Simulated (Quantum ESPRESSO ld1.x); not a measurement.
Values are calculated unless marked as measured or tabulated.
Question: Co, 27 electrons, occupied as [Ne] 3s2 3p4 3d7 4s2 4f2 (not the ground configuration). Level of theory: scalar-relativistic Kohn-Sham, LDA (Slater exchange, VWN5 correlation), spin-polarised, spherical densities, point nucleus; open shells are filled with parallel spins first (ld1.x of Quantum ESPRESSO 7.5). Some entries of the table are withheld. Estimate them.

orbital  occ.  eigenvalue (eV)  r(max) (bohr)  <1/r> (bohr^-1)
1s up       1         -7616.59        0.03684            26.99
1s down     1         -7615.39        0.03684            26.99
2s up       1         -932.287         0.2134            5.804
2s down     1         -929.241         0.2133            5.812
2p up       3         -805.235         0.1717            5.706
2p down     3         -802.365         0.1717            5.712
3s up       1         -134.900         0.6639            1.871
3s down     1         -127.913         0.6655            1.855
3p up       3         -98.0286         0.6694            1.743
3p down     1         -91.2624         0.6722            1.722
3d up       5              (1)         0.6348            1.455
3d down     2              (2)         0.6430            1.410
4s up       1         -20.3862          1.913           0.6072
4s down     1         -19.3297          1.968           0.5878
4f up       2              (3)          9.036           0.1131
4f down     0              (4)          10.18           0.1006

Answer: 
(1) 3d up eigenvalue (eV): -38.7269
(2) 3d down eigenvalue (eV): -32.6904
(3) 4f up eigenvalue (eV): -0.6825
(4) 4f down eigenvalue (eV): -0.3501
